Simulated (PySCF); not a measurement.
PySCF job for C2H5B, SMILES C(B)=C, IEF-PCM-M06-2X/def2-SVP. Geometry optimised at B3LYP-D3(BJ)/def2-TZVP.

```python
import numpy as np
from pyscf import gto, scf, dft
from pyscf.solvent import pcm

mol = gto.M(
    atom='''
    B    -0.20597693   -1.34706000    0.00000000
    H    -1.39907260   -1.39327102    0.00000000
    H     0.41692749   -2.36377951   -0.00000001
    C     0.48412266    0.02401094    0.00000000
    C    -0.22927256    1.15973602   -0.00000000
    H     1.56813644    0.11144718   -0.00000000
    H     0.22860694    2.14404593    0.00000000
    H    -1.31381424    1.13437561   -0.00000000
    ''',
    basis='def2-SVP',
    charge=0,
    spin=0,
    max_memory=1600,
    verbose=3,
)
mf = dft.RKS(mol, xc='m06-2x').density_fit(auxbasis='def2-universal-jkfit')
mf.grids.level = 4
mf.conv_tol = 1e-9
mf.max_cycle = 100
mf.kernel()
res = {}
for name, eps in {'water': 78.355, 'chloroform': 4.7113, 'methanol': 32.613}.items():
    s = mf.PCM()
    s.with_solvent.method, s.with_solvent.eps, s.with_solvent.lebedev_order = 'IEF-PCM', eps, 29
    s.kernel(mf.make_rdm1())
    res[name] = (s.e_tot, eps, s.dip_moment(), s.mo_energy, s.converged)
    print(f'{name}: electrostatic solvation free energy {(s.e_tot - mf.e_tot) * 627.509474:.3f} kcal/mol')
```

Output:

```
converged SCF energy = -103.883295950079

WARN: PCM is an experimental feature. It is still in testing.
Features and APIs may be changed in the future.

converged SCF energy = -103.885075355731
Dipole moment(X, Y, Z, Debye):  0.13213,  1.59606,  0.00000
water: electrostatic solvation free energy -1.117 kcal/mol

WARN: PCM is an experimental feature. It is still in testing.
Features and APIs may be changed in the future.

converged SCF energy = -103.88455016171
Dipole moment(X, Y, Z, Debye):  0.13302,  1.48929,  0.00000
chloroform: electrostatic solvation free energy -0.787 kcal/mol

WARN: PCM is an experimental feature. It is still in testing.
Features and APIs may be changed in the future.

converged SCF energy = -103.88502254677
Dipole moment(X, Y, Z, Debye):  0.13229,  1.58537,  0.00000
methanol: electrostatic solvation free energy -1.083 kcal/mol
```

The calculation finished and met its thresholds.

Cost: about 50 core-seconds (a rough figure).
